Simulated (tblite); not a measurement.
Start geometry of `N[SiH2]COC1CCCC1` from a force field or distance geometry (Å):
```
atom  x, y, z in Å
N1     3.170    0.911   -1.120
Si2    3.172   -0.255    0.109
C3     1.520   -0.376    0.993
O4     0.382   -0.618    0.124
C5    -0.869   -0.543    0.825
C6    -1.382    0.895    0.863
C7    -1.894    1.162   -0.550
C8    -2.280   -0.201   -1.108
C9    -1.923   -1.233   -0.035
H10    2.346    0.733   -1.704
H11    3.971    0.773   -1.716
H12    3.518   -1.534   -0.554
H13    4.262    0.104    1.062
H14    1.358    0.567    1.527
H15    1.561   -1.171    1.731
H16   -0.798   -1.002    1.820
H17   -2.204    0.979    1.583
H18   -0.614    1.621    1.141
H19   -2.738    1.860   -0.535
H20   -1.100    1.604   -1.159
H21   -3.355   -0.245   -1.357
H22   -1.727   -0.400   -2.032
H23   -2.809   -1.439    0.583
H24   -1.581   -2.171   -0.484
```

**Question.** What comes out of this run: GFN2-xTB geometry optimisation, gas phase (tblite)?

**Answer.** 
```
atom  x, y, z in Å
N1     3.2348    0.6792   -0.9304
Si2    3.2535   -0.4921    0.3287
C3     1.5566   -0.3002    1.1679
O4     0.6001   -0.5674    0.1619
C5    -0.7465   -0.4491    0.5734
C6    -1.2466    1.0135    0.5921
C7    -2.1049    1.1583   -0.6629
C8    -2.7634   -0.2115   -0.7921
C9    -1.6267   -1.1757   -0.4603
H10    2.3689    0.7940   -1.4348
H11    4.0162    0.7441   -1.5625
H12    3.4079   -1.8965   -0.0778
H13    4.3286   -0.1064    1.2467
H14    1.4188    0.7068    1.5802
H15    1.4287   -1.0039    2.0020
H16   -0.8477   -0.8998    1.5732
H17   -1.8500    1.1886    1.4839
H18   -0.4094    1.7105    0.6010
H19   -2.8265    1.9706   -0.5820
H20   -1.4679    1.3424   -1.5293
H21   -3.5653   -0.3076   -0.0577
H22   -3.1798   -0.3882   -1.7828
H23   -1.9832   -2.1353   -0.0906
H24   -1.0081   -1.3546   -1.3405
```

The energy falls by 38.0 kJ/mol over 217 L-BFGS steps, the largest force on an atom goes from 1.66 to 0.009 eV/Å, and the atoms move by 0.647 Å rms after alignment. The bond that changes most is C3–O4 (sp3 carbon bound to oxygen to ether oxygen), which shortens by 0.038 Å. Bonds longer at the end by more than 0.005 Å: 5 of 24; shorter: 10. Among the angles that change most is N1–Si2–H12, from 105.6° to 116.7°. Among the dihedrals that turn most is H21–C8–C9–H24, from 93° to 160°. Rotational constants go from 2725, 651.1, 613.1 to 3068, 613.0, 590.2 MHz. The orientation of the end geometry is arbitrary; only internal coordinates are fixed.

Hardware: an Arm Neoverse N1 with one thread, no GPU, shared host. Cost: 3.4 s of wall time.

Its GFN2-xTB frequencies are all real (lowest 27 cm⁻¹). One conformer, not necessarily the lowest. 3 starts were optimised and ended at 0.00, 0.62 and 2.24 kcal/mol (GFN2-xTB); the lowest of these is shown.

All values are computed, not measured.
